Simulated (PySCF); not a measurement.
Radial density of Co (cobalt, neutral)

UHF, [Ar] 3d7 4s1 4p1, one real determinant (an excited configuration). Calculation: PySCF 2.14, in aug-cc-pVTZ with one added diffuse shell each of s, p, d, f, g type (9s8p6d4f3g, 118 functions); no relativity, point nucleus.

```
r (bohr)  4πr²ρ (e/bohr)  4πr²(ρα − ρβ)
0.000997          0.1581         0.0001
 0.00168          0.4312         0.0001
 0.00282           1.147         0.0004
 0.00474           2.925         0.0009
 0.00798           6.953         0.0022
  0.0134           14.68         0.0046
  0.0226           25.49         0.0076
  0.0380           32.39         0.0085
  0.0639           27.99         0.0093
   0.107           27.24         0.0495
   0.181           36.55         0.2544
   0.304           21.29         1.0672
   0.511           16.07         2.7164
   0.860           15.62         2.6577
    1.45           4.089         1.1799
    2.43           1.010         0.7656
    4.09          0.4051         0.3986
    6.88         0.05065         0.0506
    11.6       0.0005554         0.0006
```

⟨L²⟩ = 14.02 against 20 for a pure G term, so this real determinant mixes terms.
